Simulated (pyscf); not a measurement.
Optimised with ωB97X-D3(BJ)/def2-SVP in PySCF.

SMILES: [O]=[Ga][AsH2]
```xyz
5

O      2.2064     2.2639    -0.4844
Ga     1.0441     1.1363    -0.2090
As    -0.6260    -0.4733     0.2277
H     -1.4559     0.0926    -0.9141
H      0.0912    -1.4527    -0.6883
```

Question: What is the homolytic dissociation enthalpy (298 K, ωB97M-D3(BJ)/def2-TZVP) of the As–Ga bond of O=Ga–AsH₂ (SMILES [O]=[Ga][AsH2]), to [O=Ga]• + AsH₂•?

Answer: As–Ga to [O=Ga]• + AsH₂•: 50.1 kcal/mol. The 7 functionals that were run give +47.6 (M06-2X) to +60.3 kcal/mol (ωB97X-D3(BJ)). The radicals are drawn with the spin at the cut bond; how far it spreads was not checked. The term symbol of open-shell O=Ga was not checked; spin-orbit terms are left out. Elements up to Kr have no core potential and no relativistic terms here.
